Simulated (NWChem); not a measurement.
Molecule: PbIBr, singlet; SMILES [Br][Pb][I]

```xyz
3

Pb     0.8295     0.4376     0.0000
Br    -1.2078     2.1023     0.0000
I     -0.4858    -2.0653     0.0000
```
Atoms are numbered in this order, from 1.

Low-valent species are run as closed-shell singlets; no triplet was tried in these runs. Structure relaxed at the PBE0/def2-SVP level. Not confirmed as a minimum by frequencies. def2 effective core potentials on I, Pb; no spin-orbit coupling.

Symmetry labels are those of Cs in the frame above (b1 and b2, or b-type labels, depend on it).

**Question.** List the 4 lowest vertical singlet excitations from B3LYP/def2-SVPD with def2 effective core potentials on I, Pb, TDA (NWChem).

**Answer.** 
```tsv
state	energy (eV)	oscillator strength	symmetry	leading excitation (squared amplitude)
S1	2.72	0.000	a"	HOMO → LUMO (0.99)
S2	3.02	0.002	a"	HOMO−2 → LUMO (0.98)
S3	3.36	0.041	a'	HOMO−1 → LUMO (0.89)
S4	3.88	0.005	a"	HOMO−4 → LUMO (0.99)
```
